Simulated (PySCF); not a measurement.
Vertical excitations of a molecule C₄H₁₂Si₂ from TDA-ωB97X/def2-SVPD in PySCF, as energy in eV (oscillator strength): 6.60 (0.114), 7.00 (0.024), 7.25 (0.418), 7.33 (0.138), 7.46 (0.019), 7.80 (0.010). Lowest triplet (TDA): 4.22 eV. Geometry optimised at PBE0-D3(BJ)/def2-SVP. One conformer was computed; it need not be the lowest.

Question: Which molecule gave these data?
A) C=C[Si@@H](C)[SiH2]C
B) CCC1[SiH2]C[SiH2]1
C) C=C(C)[SiH2][SiH2]C
D) C/C(=C\[SiH3])C[SiH3]

Answer: C, C=C(C)[SiH2][SiH2]C
